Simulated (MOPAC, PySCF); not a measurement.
Isomers of C2H5N3. All species are isolated molecules in the gas phase. One relaxed conformer stands for each flexible species; it need not be the lowest. Strings in code marks are SMILES.

Quantity: electronic energy of isomers of C2H5N3 relative to `N#CNCN`, in kcal/mol. Semi-empirical values (MOPAC) are differences of heats of formation.

Level 1: B3LYP-D3(BJ)/def2-TZVP (PySCF)
Level 2: PBE/6-31G* // B3LYP-D3(BJ)/def2-TZVP (PySCF)
Level 3: HF/3-21G // B3LYP-D3(BJ)/def2-TZVP (PySCF)
Level 4: PM7 // B3LYP-D3(BJ)/def2-TZVP (MOPAC)

```json
[
 {"species": "`N=C=C(N)N`", "level 2": "20.1", "level 3": "35.6", "level 4": "13.0"}
]
```

Problem. What does level 1 give for each?

Solution. 
- `N=C=C(N)N`: 19.8
